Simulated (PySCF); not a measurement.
# Spin states of KGa⁺

Unrestricted PBE0; PySCF, no relativity, basis sets K def2-SVP, Ga def2-SVP. Outer shells of the fragments: K+ closed shells only; Ga 3d10 4s2 4p1.

Followed along the bond (rough minima from three points):

```csv
2Ms+1,unpaired,⟨S²⟩ at the start,R at minimum (Å),Te (eV)
2,σ ↑,0.75,3.96,0.00
2,π ↑,0.75,3.89,0.55
4,"σ ↑↑, π ↑",3.75,3.99,4.72
```

Solutions found at the starting distance of 3.250 Å, counted from the lowest of them; the search is not exhaustive and high or unbound solutions are not listed, so other states can lie among these:

```json
{"2Ms+1": "2", "unpaired": "σ ↑", "term": "²Σ⁺", "E (eV)": "0.00", "⟨S²⟩": "0.75", "⟨Lz²⟩": "0.00", "μ (D)": "-7.32"}
{"2Ms+1": "2", "unpaired": "π ↑", "term": "²Π", "E (eV)": "0.42", "⟨S²⟩": "0.75", "⟨Lz²⟩": "1.00", "μ (D)": "-7.80"}
{"2Ms+1": "4", "unpaired": "σ ↑↑, π ↑", "term": "⁴Π", "E (eV)": "4.71", "⟨S²⟩": "3.75", "⟨Lz²⟩": "1.00", "μ (D)": "-7.95"}
{"2Ms+1": "4", "unpaired": "σ ↑, π ↑↑", "term": "⁴Σ⁻", "E (eV)": "5.12", "⟨S²⟩": "3.75", "⟨Lz²⟩": "0.00", "μ (D)": "-8.03"}
{"2Ms+1": "2", "unpaired": "δ ↑", "term": "²Δ", "E (eV)": "7.02", "⟨S²⟩": "0.75", "⟨Lz²⟩": "4.00", "μ (D)": "5.22"}
{"2Ms+1": "4", "unpaired": "σ ↑↑↑", "term": "⁴Σ⁺", "E (eV)": "8.53", "⟨S²⟩": "3.75", "⟨Lz²⟩": "0.00", "μ (D)": "3.20"}
```

A term symbol is given only where ⟨S²⟩ and ⟨Lz²⟩ are close to those of a pure state; real π, δ and φ orbitals otherwise mix terms. A positive dipole points towards Ga; it is taken about the centre of mass and depends on that origin.

Q: Compare the gap between the two lowest followed solutions at the starting distance with the gap between their minima.

A: At PBE0 the second solution (doublet, unpaired electrons π ↑) lies +0.42 eV from the first (doublet, unpaired electrons σ ↑) at 3.250 Å and +0.55 eV at the minima; the two curves relax by different amounts, since their minima lie near 3.89 and 3.96 Å.

Spin–orbit coupling is left out. Counting both spins, an empty level lies below a filled one in some of these solutions, because spin and occupation are held.
